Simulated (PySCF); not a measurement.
Method: PySCF, PBE, basis In def2-TZVP with ECP28, H def2-TZVP (scalar-relativistic core potentials, no spin–orbit coupling, density fitting).

```xyz
4
charge 0 multiplicity 1, angstrom
In    0.0000    0.0000    0.0000
H     1.7367    0.0000    0.0000
H    -0.8683    1.5040    0.0000
H    -0.8683   -1.5040    0.0000
```

InH3 (singlet), along the line from In1 (at 0) through H2 (at 1.737 Å). Core electrons replaced by a potential are absent, the electrostatic potential uses the reduced nuclear charge, and values within about 0.7 Å of such atoms have no physical meaning.

Question: Tabulate the fields along this line at 0.87, 1.04, 1.22, 1.39, 1.56, 1.82, 2.00, 2.17, 2.34, 2.52, 2.69 Å.

Answer: 
```csv
distance (Å),electron density (e/Å³),electron localisation function,electrostatic potential (V)
0.87,1.14,0.22,23.6
1.04,0.713,0.301,13.6
1.22,0.74,0.793,11.2
1.39,0.993,0.986,18.3
1.56,1.54,0.999,54.9
1.82,1.85,1,136
2.00,0.893,1,28.7
2.17,0.431,1,10.1
2.34,0.214,1,3.89
2.52,0.108,1,1.42
2.69,0.0566,0.999,0.374
```

On a grid of 0.09 Å the density has a local minimum along the bond near 1.13 Å from In, at 0.69 e/Å³, where the ELF is 0.52.
